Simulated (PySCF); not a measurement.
Compound: C₅H₉ClO.
SMILES: `CCCCC(=O)Cl`

The calculation used PySCF, TDDFT CAM-B3LYP/def2-SVPD, vertical, gas phase, core orbitals frozen in the response. Geometry: PBE0-D3(BJ)/def2-SVP, one conformer, isolated molecule. Torsions of this conformer, `[CH3:1][CH2:2][CH2:3][CH2:4][C:5](=[O:6])[Cl:7]`: C1–C2–C3–C4 179°, C2–C3–C4–C5 180°, C3–C4–C5–O6 -1°.

**Question.** Predict the UV-vis stick spectrum at this level.

**Answer.** 

```json
{"state": "S1", "E (eV)": "5.24", "E (hartree)": "0.1927", "f": "0.0000", "symmetry": "–", "main configurations (H = HOMO, L = LUMO)": "H→L (96%)"}
{"state": "S2", "E (eV)": "6.73", "E (hartree)": "0.2472", "f": "0.0001", "symmetry": "–", "main configurations (H = HOMO, L = LUMO)": "H-1→L (95%)"}
{"state": "S3", "E (eV)": "7.08", "E (hartree)": "0.2600", "f": "0.0060", "symmetry": "A′", "main configurations (H = HOMO, L = LUMO)": "H-2→L (73%), H→L+2 (14%)"}
{"state": "S4", "E (eV)": "7.90", "E (hartree)": "0.2901", "f": "0.020", "symmetry": "A′", "main configurations (H = HOMO, L = LUMO)": "H-1→L+2 (56%), H→L+2 (13%)"}
{"state": "S5", "E (eV)": "8.02", "E (hartree)": "0.2946", "f": "0.0012", "symmetry": "–", "main configurations (H = HOMO, L = LUMO)": "H-2→L+2 (70%)"}
{"state": "S6", "E (eV)": "8.23", "E (hartree)": "0.3026", "f": "0.139", "symmetry": "A′", "main configurations (H = HOMO, L = LUMO)": "H-3→L (30%), H-6→L (20%), H→L+1 (12%)"}
```

The lowest singlet lies at 5.24 eV (236 nm, ultraviolet) and is dark (f under 0.0005); its leading configuration is HOMO→LUMO (96%). The most intense listed level is S6 at 8.23 eV (151 nm, f = 0.139), 2.99 eV above S1. It is the last of those listed, so stronger ones may follow. S1 has the pattern of n→π* at C=O. Of the 6 states listed, 2 reach f = 0.01 and 2 stay under 0.0005. Weighted by f, the mean energy of these states is 8.15 eV. The listed states span 2.99 eV, and the widest gap between neighbours is 1.48 eV (S1 to S2). Symmetry labels in Cs follow from the direction of the transition dipole and are given only for states with f of 0.002 or more. Only the lowest 6 singlets were computed, as vertical energies without vibronic structure.
